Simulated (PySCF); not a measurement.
Adding and removing an electron: GaCl

r²SCANh; basis Ga def2-TZVPPD, Cl def2-TZVPPD; no relativity; PySCF 2.14. Neutral (UKS): singlet (closed shell), Re = 2.206 Å, ωe = 371 cm⁻¹, De = 4.88 eV, HOMO -7.14 eV, LUMO -1.99 eV.

GaCl⁺ (UKS): doublet (σ ↑), Re = 2.074 Å, ωe = 447 cm⁻¹, De = 1.30 eV to Ga⁺ + Cl. The energies at the minima are -2385.07677 hartree for GaCl and -2384.72006 for GaCl⁺.

Problem. Work out the adiabatic ionisation energy, without and with harmonic zero-point energies (1 hartree = 27.2114 eV, 1 eV = 8065.5 cm⁻¹), and the change of the bond length.

Solution. At r²SCANh: 0.35671 hartree = 9.707 eV between the minima; the zero-point term (447.0 − 371.0)/2 cm⁻¹ = +0.005 eV makes it 9.711 eV. Re changes by -13.2 pm against the neutral. Minus the HOMO energy is 7.14 eV, -2.57 eV from the value between the minima; self-interaction puts the Kohn–Sham level too high, less so with exact exchange. The electron leaves a σ orbital, and the shorter bond of the ion fits an antibonding orbital, or a change in how ionic the bond is.

Spin–orbit coupling is left out. For an ion De counts to the pair picked by the measured ionisation energies or electron affinities, which need not be the lowest pair at this level. States were picked by a PBE0 search and need not be the measured ground states.
